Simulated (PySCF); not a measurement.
From one molecule to another.

First species: C5H7F3P2.
SMILES: `CC#CP(CP)C(F)(F)F`

Second species: C3H7GeN.
Atom-mapped SMILES: `[CH:1]#[C:2][GeH2:3][CH2:4][NH2:5]` (hydrogens: H6 on C1; H7, H8 on Ge3; H9, H10 on C4; H11, H12 on N5)

Levels: CAM-B3LYP/def2-SVPD for dipole moment, HOMO energy, LUMO energy, HOMO–LUMO gap, static isotropic polarisability and electronic spatial extent ⟨r²⟩ about the centre of nuclear charge; TDDFT CAM-B3LYP/def2-SVPD for lowest singlet excitation; TDA CAM-B3LYP/def2-SVPD for lowest triplet excitation (Tamm–Dancoff); ΔSCF CAM-B3LYP/def2-SVPD for vertical ionisation energy; PBE0-D3(BJ)/def2-SVP for rotational constant A and rotational constant C. Geometries: PBE0-D3(BJ)/def2-SVP. Each structure is a single optimised conformer of the isolated species, non-relativistic unless stated; the electronic structure was computed with PySCF and density fitting.

Dipoles, sizes and rotational constants follow the conformer. The torsions of the flexible species, by atom-mapped SMILES:
- `[CH3:1][C:2]#[C:3][P:4]([CH2:5][PH2:6])[C:7]([F:8])([F:9])[F:10]`: C3–P4–C5–P6 -70°, C3–P4–C7–F8 -51°, H–P6–C5–P4 51°, H–P6–C5–P4 -43°
- `[CH:1]#[C:2][GeH2:3][CH2:4][NH2:5]`: C2–Ge3–C4–N5 -57°, H–N5–C4–Ge3 -179°, H–N5–C4–Ge3 63°

Values for the first species:

| Item | Value |
| --- | --- |
| Dipole moment | 2.81 D |
| HOMO energy | -8.44 eV |
| LUMO energy | 0.47 eV |
| HOMO–LUMO gap | 8.91 eV |
| Lowest singlet excitation | 5.22 eV |
| Lowest triplet excitation (Tamm–Dancoff) | 4.61 eV |
| Static isotropic polarisability | 115.1 au |
| Vertical ionisation energy | 9.10 eV |
| Electronic spatial extent ⟨r²⟩ about the centre of nuclear charge | 2306 bohr² |
| Rotational constant A | 0.949 GHz |
| Rotational constant C | 0.472 GHz |

Question: Estimate the same properties for the second species, and the change in each.

Answer: 
| property | first | second | second less first |
| --- | --- | --- | --- |
| dipole moment | 2.81 D | 1.57 D | -1.24 D |
| HOMO energy | -8.44 eV | -8.40 eV | +0.04 eV |
| LUMO energy | 0.47 eV | 0.96 eV | +0.49 eV |
| HOMO–LUMO gap | 8.91 eV | 9.36 eV | +0.45 eV |
| lowest singlet excitation | 5.22 eV | 6.10 eV | +0.88 eV |
| lowest triplet excitation (Tamm–Dancoff) | 4.61 eV | 5.02 eV | +0.41 eV |
| static isotropic polarisability | 115.1 au | 73.8 au | -41.3 au |
| vertical ionisation energy | 9.10 eV | 9.31 eV | +0.21 eV |
| electronic spatial extent ⟨r²⟩ about the centre of nuclear charge | 2306 bohr² | 730 bohr² | -1576 bohr² |
| rotational constant A | 0.949 GHz | 4.181 GHz | +3.232 GHz |
| rotational constant C | 0.472 GHz | 1.676 GHz | +1.204 GHz |

On the first: No computed singlet falls in the visible range (750 to 380 nm, 1.65 to 3.26 eV); S1 lies 1.96 eV above its blue end. The ΔSCF ionisation energy exceeds −ε(HOMO) by 0.66 eV with CAM-B3LYP.

On the second: A dipole of 1.57 D is allowed in C1, and pure rotational transitions are dipole-allowed. The vertical singlet–triplet gap S1 − T1 is 1.08 eV (TDDFT singlet less Tamm–Dancoff triplet). Relativistic effects, spin–orbit coupling among them, are left out although an element past zinc is present.
